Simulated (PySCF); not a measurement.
HOSi, SMILES O=[SiH], multiplicity 2. The structure is a stationary point at PBE0-D3(BJ)/def2-TZVPD. The isomer is the one that the SMILES or the coordinates give; other isomers of the formula were not compared.

All values below come from PBE0-D3(BJ)/def2-TZVPD (PySCF).

Harmonic wavenumbers (cm⁻¹): 625, 1201, 1936. Rotational constants (GHz): 307.7, 19.90, 18.69; symmetry number 1.

Problem. Work out the zero-point energy and the ideal-gas rigid-rotor harmonic-oscillator thermochemistry at 298.15 K and 1 atm.

Solution. ZPE = ½ Σ hcν = ½ × 3762 cm⁻¹ = 22.50 kJ/mol. H − E(el) = 32.85 kJ/mol. Entropy in J/(mol K): translation 156.25, rotation 77.74, vibration 1.89, spin 5.76, total 241.64. G − E(el) = -39.19 kJ/mol. Cp = 38.27 J/(mol K).
